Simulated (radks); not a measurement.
The numbers below are computed, except where a source is named.
Task: All-electron atom: Ga III in [Ar] 3d10 4s(up 1, down 0). Level of theory: non-relativistic Kohn-Sham, r2SCAN, spin-polarised, spherical densities, point nucleus; meta-GGA in the generalised Kohn-Sham scheme (a radial shooting solver on a logarithmic mesh with Libxc functionals). Some entries of the table are withheld. Estimate them.

orbital  occ.  eigenvalue (hartree)  <r^2> (bohr^2)  <1/r> (bohr^-1)
1s up       1             -372.6758        0.003275            30.50
1s down     1             -372.6736        0.003275            30.50
2s down     1             -46.43149         0.05768            6.693
2s up       1             -46.43090         0.05767            6.694
2p up       3             -41.14953         0.04521            6.646
2p down     3             -41.14924         0.04521            6.646
3s up       1              -6.17794          0.5055            2.139
3s down     1              -6.17604          0.5050            2.139
3p up       3              -4.44198          0.5511            2.008
3p down     3              -4.43933          0.5492            2.010
3d up       5              -1.48591          0.8205            1.661
3d down     5              -1.47695          0.7929            1.673
4s up       1                   (1)           5.008           0.6155
4s down     0                   (2)           5.117           0.6163

Result: 
(1) 4s up eigenvalue (hartree): -0.97753
(2) 4s down eigenvalue (hartree): -0.87608
